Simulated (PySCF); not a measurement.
# [Eu(H2O)8]3+ at several levels of theory

Computed with PySCF 2.14.0 (density fitting, no spin-orbit coupling) at the geometry relaxed with TPSS:

```xyz
25
[Eu(H2O)8]3+ (singlet in the valence; each metal's 4f electrons, 6 of them, lie in its core potential, out of spins and levels)
Eu    0.0000    0.0000    0.0005
O     2.0702    0.0084    1.3440
H     2.2677    0.5811    2.1160
H     2.8758   -0.5390    1.2233
O    -0.0084    2.0702    1.3440
H    -0.5811    2.2677    2.1160
H     0.5390    2.8758    1.2233
O    -2.0702   -0.0084    1.3440
H    -2.2677   -0.5811    2.1160
H    -2.8758    0.5390    1.2233
O     0.0084   -2.0702    1.3440
H     0.5811   -2.2677    2.1160
H    -0.5390   -2.8758    1.2233
O     1.4566    1.4712   -1.3434
H     2.4131    1.6551   -1.2249
H     1.1890    2.0153   -2.1152
O    -1.4712    1.4566   -1.3434
H    -1.6551    2.4131   -1.2249
H    -2.0153    1.1890   -2.1152
O    -1.4566   -1.4712   -1.3434
H    -2.4131   -1.6551   -1.2249
H    -1.1890   -2.0153   -2.1152
O     1.4712   -1.4566   -1.3434
H     1.6551   -2.4131   -1.2249
H     2.0153   -1.1890   -2.1152
```

| level | basis | state | HOMO (eV) | gap (eV) | charge on Eu1 (e) | population of f-type functions on Eu1 (polarisation alone where 4f lies in the core) | dipole about the centre of mass (D) | largest force component (eV/Å) |
| --- | --- | --- | --- | --- | --- | --- | --- | --- |
| TPSS | Eu lcecp-1-SVP with ECP52, O def2-SVP, H def2-SVP | singlet | -19.34 | 7.13 | 0.83 | 0.06 | 0.01 | 0.01 |
| M06-L | the same | singlet | -19.72 | 7.54 | 1.18 | 0.06 | 0.02 | 0.45 |

In the lcecp rows the 4f levels are missing from HOMO and gap, and the state counts the valence alone.

Charges are Mulliken's, which hang on the basis. The relaxation used the grid (50, 194), these runs (75, 302) or, all-electron (x2c bases, spin-free X2C Hamiltonian), (99, 590).

Question: A further run in the first row's basis gives HOMO (eV) -19.17, gap (eV) 6.84, charge on Eu1 (e) 0.78, population of f-type functions on Eu1 (polarisation alone where 4f lies in the core) 0.07, dipole about the centre of mass (D) 0.01, largest force component (eV/Å) 0.11. Which level was it?
A. TPSSh
B. revPBE
C. wB97X

Answer: B. The others give HOMO -23.73 eV (wB97X); -20.09 eV (TPSSh).

In the first row's basis the gap widens with exact exchange: 6.8 to 7.5 eV for revPBE, TPSS, M06-L (none); 8.2 eV for TPSSh (a fixed share); 14.4 eV for wB97X (rising or full at long range).

No frequency check is given that shows the relaxed geometry to be a minimum. An lcecp potential fixes the number of 4f electrons, so in runs with it no electron can move into or out of that shell.
